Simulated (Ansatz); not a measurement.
```yaml
crystal:
  periodic: [false, false, false]
  atoms:
    - {symbol: C, position_ang: [-0.784354, 0.480647, -0.302340]}
    - {symbol: Al, position_ang: [0.879159, -0.423436, 0.109209]}
    - {symbol: Br, position_ang: [0.872437, -1.970225, 1.836690]}
    - {symbol: H, position_ang: [-0.598758, 1.585859, -0.220829]}
    - {symbol: H, position_ang: [-1.622863, 0.237151, 0.386694]}
    - {symbol: H, position_ang: [-1.040797, 0.307589, -1.298279]}
    - {symbol: H, position_ang: [2.300126, -0.247598, -0.560759]}
basis:
  gaussian: {orbitals: cc-pVDZ}
hamiltonian: {xc: {name: M06-2X}}
```

```sh
$ ansatz run in.yaml --threads 2 --pin off --events-out ev --progress --plain --max-ram 22528MiB --backend cpu
```

How does Ansatz answer? (Best estimate.)

The calculation gave: The program refused the input.
```
Error: YAML parse error: error: line 13 column 19: hamiltonian.xc: no functional is named "M06-2X"; the names, which are not case-sensitive, are SVWN5, SPW92, PBE, PBE0, PBEsol, revPBE, revPBE0, RPBE, rPW86-PBE, HSE06, wPBEh, LC-wPBE, HISS, HF, BLYP, B3LYP, B3LYP5, BHLYP, CAM-B3LYP, r2SCAN, r2SCANh, r2SCAN0, r2SCAN50, m-r2SCAN, B97, wB97, wB97X, wB97X-V, B97M-V, wB97M-V, B2PLYP, B2GP-PLYP, PBE0-DH, PBE-QIDH
11 | basis:
12 |   gaussian: {orbitals: cc-pVDZ}
13 | hamiltonian: {xc: {name: M06-2X}}
```

HSE06 is defined as in plane-wave codes.
